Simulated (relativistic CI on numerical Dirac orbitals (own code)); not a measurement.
**Co²⁺: computed level list**

These numbers are calculated, not measured: Dirac-Coulomb-Breit CI, KLI orbitals optimised for each configuration, model QED, valence Slater integrals scaled by 0.85, configuration energies shifted to the measured levels that pair with them (semi-empirical) (own radial code, finite nucleus).

CI space (outside the closed core [Ne] 3s2): 3p⁶3d⁷, 3p⁶3d⁶4s, 3p⁶3d⁶4p, 3p⁶3d⁵4s², 3p⁶3d⁶5s, 3p⁶3d⁶4d, 3p⁶3d⁶5p, 3p⁶3d⁵4s4p, 3p⁶3d⁶4f, 3p⁶3d⁶5d, 3p⁶3d⁶5f, 3p⁶3d⁶5g, 3p⁶3d⁵4p², 3p⁶3d⁵4s5s, 3p⁵3d⁸. Levels of other configurations are missing.

The lowest level is 3p⁶3d⁷ ⁴F9/2, with 99 % of that term; Hund's rules for 3p⁶3d⁷ give ⁴F with J = 9/2, in agreement.

```csv
No.,Configuration,Term,J,E (eV),%,Next component (%),Lifetime (s)
1,3p⁶3d⁷,⁴F,9/2,0.0000,99,,
2,3p⁶3d⁷,⁴F,7/2,0.0989,100,,5.85e+01
3,3p⁶3d⁷,⁴F,5/2,0.1710,100,,8.81e+01
4,3p⁶3d⁷,⁴F,3/2,0.2203,99,,2.46e+02
5,3p⁶3d⁷,⁴P,5/2,1.9642,99,,1.07e+01
6,3p⁶3d⁷,⁴P,3/2,1.9965,97,3 ²P,1.35e+01
7,3p⁶3d⁷,⁴P,1/2,2.0377,98,1 ²P,1.39e+01
8,3p⁶3d⁷,²G,9/2,2.0684,98,2 ²H,2.29e+00
9,3p⁶3d⁷,²G,7/2,2.1618,100,,4.21e+00
10,3p⁶3d⁷,²H,11/2,2.7100,100,,3.07e+01
11,3p⁶3d⁷,²P,3/2,2.7147,84,13 ²D,2.34e+00
12,3p⁶3d⁷,²H,9/2,2.7946,98,2 ²G,7.04e+00
13,3p⁶3d⁷,²P,1/2,2.8159,99,1 ⁴P,4.70e+00
14,3p⁶3d⁷,²D,5/2,2.9479,99,,1.15e+00
15,3p⁶3d⁷,²D,3/2,3.0972,86,13 ²P,8.85e-01
16,3p⁶3d⁷,²F,5/2,4.6497,99,,2.23e+00
17,3p⁶3d⁷,²F,7/2,4.6839,99,,1.68e+00
18,3p⁶3d⁶4s,⁶D,9/2,5.7940,100,,3.15e+01
19,3p⁶3d⁶4s,⁶D,7/2,5.8623,100,,2.37e+01
20,3p⁶3d⁶4s,⁶D,5/2,5.9123,100,,2.19e+01
21,3p⁶3d⁶4s,⁶D,3/2,5.9468,100,,1.97e+01
22,3p⁶3d⁶4s,⁶D,1/2,5.9670,100,,1.81e+01
23,3p⁶3d⁶4s,⁴D,7/2,6.9951,99,,5.65e-03
24,3p⁶3d⁶4s,⁴D,5/2,7.0735,99,,5.63e-03
25,3p⁶3d⁶4s,⁴D,3/2,7.1251,99,,5.63e-03
26,3p⁶3d⁶4s,⁴D,1/2,7.1548,99,,
27,3p⁶3d⁷,²D,3/2,7.2216,99,,
28,3p⁶3d⁷,²D,5/2,7.2749,99,,
29,3p⁶3d⁶4s,⁴H,13/2,8.6875,100,,
30,3p⁶3d⁶4s,⁴H,11/2,8.7189,99,1 ⁴G,
31,3p⁶3d⁶4s,⁴H,9/2,8.7455,98,1 ⁴G,
32,3p⁶3d⁶4s,⁴H,7/2,8.7676,98,1 ⁴G,
33,3p⁶3d⁶4s,⁴P,5/2,8.9465,99,,
34,3p⁶3d⁶4s,⁴F,9/2,9.0838,94,5 ⁴G,
35,3p⁶3d⁶4s,⁴F,7/2,9.1155,94,5 ⁴G,
36,3p⁶3d⁶4s,⁴P,3/2,9.1168,97,2 ²P,
37,3p⁶3d⁶4s,⁴F,5/2,9.1409,97,3 ⁴G,
38,3p⁶3d⁶4s,⁴F,3/2,9.1602,100,,
39,3p⁶3d⁶4s,⁴P,1/2,9.2204,99,1 ²S,
40,3p⁶3d⁶4s,⁴G,11/2,9.3560,60,39 ²H,
41,3p⁶3d⁶4s,⁴G,9/2,9.4364,59,36 ²H,
42,3p⁶3d⁶4s,²H,11/2,9.4503,60,39 ⁴G,
43,3p⁶3d⁶4s,²H,9/2,9.4745,61,35 ⁴G,
44,3p⁶3d⁶4s,⁴G,7/2,9.4789,93,5 ⁴F,
45,3p⁶3d⁶4s,⁴G,5/2,9.4906,95,3 ⁴F,
```

Energies count from the lowest computed level; lifetimes are radiative, by E1, M1, E2 decay to levels of this space only; some are left blank where a channel outside the calculation adds to the decay or the decay crosses a small, uncertain gap.

The mean weight of the leading LS term, summed over parents, in these 45 levels is 94 %, and that of the leading jj configuration (from the same eigenvectors) 54 %, so LS coupling describes them better.

Configurations whose levels could be paired with our table of measured levels were shifted onto them, all but the ground configuration, by the median error of their levels; single terms can still be off by 1,000 to 2,000 cm⁻¹ or more, and rates follow the energies as ν³ (E1, M1) or ν⁵ (E2). The others borrow a shift and can be off by several thousand cm⁻¹ or more. The fine structure of a lone outer electron comes out too small, for d and f at times inverted, and misplaced configurations move strength between like terms. 61 of the 61 excited levels that our extract of the measured tables holds in this range could be paired (the sources list more); they are missed by 697 cm⁻¹ on average and 2535 at most, after the shifts were fitted to these levels, and levels without a partner can miss by more.

Landé's interval rule says that E(J) − E(J−1) = AJ with one A. For the ground term the intervals give A = -159.1, -166.2, -177.3 cm⁻¹ for J = 5/2, 7/2, 9/2; the multiplet is inverted.
